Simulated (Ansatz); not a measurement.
```yaml
crystal:
  periodic: [false, false, false]
  atoms:
    - {symbol: Hg, position_ang: [0.813114, 1.825193, 0.064080]}
    - {symbol: Hg, position_ang: [-1.987948, -0.208257, -0.026445]}
    - {symbol: Hg, position_ang: [1.174868, -1.616813, -0.038207]}
    - {symbol: Te, position_ang: [-1.825909, 2.512668, 0.059271]}
    - {symbol: Te, position_ang: [-1.263564, -2.836354, -0.099664]}
    - {symbol: Te, position_ang: [3.089449, 0.323573, 0.040975]}
basis:
  gaussian: {orbitals: def2-TZVPD, initial_orbitals: start.molden}
hamiltonian: {xc: {name: wB97M-V}}
scf: {omitted_lower_state_checks: [starts]}
output: {orbitals: {seedname: orbitals}}
```

The file start.molden holds the orbitals of an earlier run on this structure, at another level or in another basis.

```sh
$ ansatz run in.yaml --threads 4 --pin off --events-out ev --progress --plain --max-ram 4787MiB
```

Q: Does this run fit into the memory that it is given?

A: No. It has 315 basis functions, and Ansatz plans for 4.82 GiB where 4.67 GiB are given.
